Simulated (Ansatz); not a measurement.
`[F][Zn][BH][SiH3]` + `C[SeH]` → `C[Se]B[SiH3]` + `[F][ZnH]` at 400 K and 1 bar (cleavage of the B–Zn bond).

Computed with Ansatz on PBE0-D4/def2-TZVP structures; ΔE is electronic, products minus reactants. CCSD(T)/CBS adds triple-zeta CCSD(T) − MP2 to the extrapolated MP2 energy (def2 sets, frozen cores). For Se, Zn outer-core shells are correlated without core-valence functions, which leaves a few kJ/mol of doubt a bond. Scalar relativity is left out up to krypton. Each species was taken in one conformer, which may not be the lowest.

| species | CCSD(T)/CBS energy (Eh) | H − E (kJ/mol) | S (J/(mol·K)) |
| --- | --- | --- | --- |
| `[F][Zn][BH][SiH3]` | -2194.43736 | 132.1 | 387.4 |
| `C[SeH]` | -2441.15625 | 135.4 | 284.5 |
| `C[Se]B[SiH3]` | -2756.84434 | 231.5 | 399.6 |
| `[F][ZnH]` | -1878.79355 | 36.6 | 246.9 |

H − E and S are ideal-gas, rigid-rotor, harmonic terms from PBE0-D4/def2-TZVP, for one conformer and one mirror image of each species. 1 Eh = 2625.50 kJ/mol, R = 8.31446 J/(mol·K).

By hand: ΔE, ΔH, ΔS and ΔG.

ΔE = (-2756.84434) + (-1878.79355) − (-2194.43736) − (-2441.15625) = -0.04428 Eh = -116.3 kJ/mol. Δ(H − E) = 231.5 + 36.6 − 132.1 − 135.4 = 0.6, so ΔH = -115.7 kJ/mol. ΔS = 399.6 + 246.9 − 387.4 − 284.5 = -25.4 J/(mol·K). ΔG = -115.7 − 400 × (-25.4)/1000 = -105.5 kJ/mol.

By hand: the equilibrium constant, and the temperature at which ΔG would vanish if ΔH and ΔS stayed fixed.

log₁₀ K = −ΔG/(RT ln 10) = 13.8. ΔG = 0 at ΔH/ΔS = 4555 K, far beyond where these terms or the molecules hold.

ΔH outweighs TΔS. A doubt of 5 kJ/mol in ΔE shifts log₁₀ K by 0.7 here. Other conformers and mirror images would add mixing entropy, several J/(mol·K) or more a flexible species. These are equilibria of isolated gas molecules and say nothing of rates. Largest T1 diagnostic: 0.018 (customary marks: 0.02 for closed shells, 0.045 for open ones).
